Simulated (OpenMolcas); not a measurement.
## Te⁴⁺: effect of the active space

| Item | Value |
| --- | --- |
| Program | OpenMolcas |
| Method | SS-CASPT2 or its RAS form, IPEA 0.25 Eh, imaginary shift 0.1 Eh |
| Basis | ANO-RCC |
| Scalar Hamiltonian | DKH2, point nucleus |
| Spin-orbit coupling | state interaction with AMFI integrals over the reference wave functions, term energies averaged over their components |

A. 2 electrons in 8 orbitals (5s 5p 6s 6p); 2S+1 = 3 even, 3 roots; 2S+1 = 1 even, 7 roots; 2S+1 = 3 odd, 3 roots; 2S+1 = 1 odd, 3 roots; closed shells correlated: 4d; CASPT2 step of the order of 24 core-seconds
B. 2 electrons in 9 orbitals (RAS2 5s 5p; RAS3 5d, at most 2 electrons); 2S+1 = 3 even, 3 roots; 2S+1 = 1 even, 7 roots; 2S+1 = 3 odd, 3 roots; 2S+1 = 1 odd, 3 roots; closed shells correlated: 4d; CASPT2 step roughly 21 core-seconds

Energies in cm⁻¹ above 5s² ¹S₀, the measured ground level; measured values from Moore, Atomic Energy Levels, vol. III, NSRDS-NBS 35 (1971 reprint of NBS Circular 467, 1958).

```
         Level       A       B  Measured
       5s² ¹S₀     0.0     0.0       0.0
    5s 5p ³P°₀   74810   75560          
    5s 5p ³P°₁   77400   78140          
    5s 5p ³P°₂   84270   84990          
    5s 5p ¹P°₁  108720  109880    111707
       5p² ³P₀  176050  176780    176248
       5p² ³P₁  181170  181920    182419
5p² ¹D₂ [61 %]  181810  182780    182797
5p² ³P₂ [61 %]  190700  190700    192592
```

Deviations, from unrounded energies. A percentage is the sum of absolute deviations over the sum of measured energies, with the sign that they share, or ± where signs differ.

```json
{"Against measurement": "mean absolute deviation (cm-1)", "Levels": "5", "A": "1500", "B": "950"}
{"Against measurement": "other configurations (%)", "Levels": "5", "A": "-0.9", "B": "±0.6"}
```

B lies closest to measurement on these levels. The largest miss of B in the table is 5p² ³P₂ [61 %], by -1900 cm-1. The ranking rests on the paired levels alone, and a cruder setting can come out closer through cancelling errors.

Between A and B the level of the table that moves most is 5s 5p ¹P°₁, by 1200 cm-1 (lowest in A, highest in B). Moves below CASPT2's spread within the term are not significant.

CASPT2 breaks the degeneracy within a term, and the mean is taken; among the terms shown or strongly mixed into the levels shown the widest spread is 210 cm-1 (5p² ¹D, A). Over all roots computed the reference weight is 0.88 to 0.95 in A; the roots of lowest weight are the least certain, and an intruder state may touch them. Active for correlation alone: 6p 6s; no level in the range computed is led by a configuration that fills them, so any true level of that kind is missing (holds for A). The ¹D term of p² mixes with s d, which this space lacks (holds for A). Active for correlation alone: 5d; no level in the range computed is led by a configuration that fills it, so any true level of that kind is missing (holds for B). Some terms mix strongly with configurations of 5d, whose occupation reaches 0.24 (5p² ¹D) (holds for B). Computed and measured levels are paired by configuration, term and J; levels that our copy of the source lacks, or whose pairing is in doubt (as where it misses far off the trend of its configuration), stay unpaired and out of the deviations. Only configurations of the active space appear. Levels that lie high or do not pair safely by name in every column are left out.

A share in square brackets marks a mixed level and gives the weight of the term that names it, the lowest over the columns. ° marks odd parity.
